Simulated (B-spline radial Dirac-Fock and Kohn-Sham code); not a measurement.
The computed values come from a radial B-spline solver: relaxed Dirac-Fock hole states (ΔSCF) with Breit and QED corrections and a finite nucleus. K edges are those of the screened (neutral excited atom) model, which lie within a few eV to tens of eV of tabulated edges.

An X-ray tube with a germanium target emits Kα1 at 9885.6 eV and Kβ1 at 10979.4 eV. K edges of lighter neighbours: Co 7708.7 eV, Ni 8331.1 eV, Cu 8978.4 eV, Zn 9661.1 eV, Ga 10368.9 eV.

Question: Which of these can serve as a Kβ filter, and which fluoresce under Kα1?

Answer: A Kβ filter needs its edge between the two lines: Ga. Kα1 lies above the K edges of Co, Ni, Cu, Zn, which therefore fluoresce.
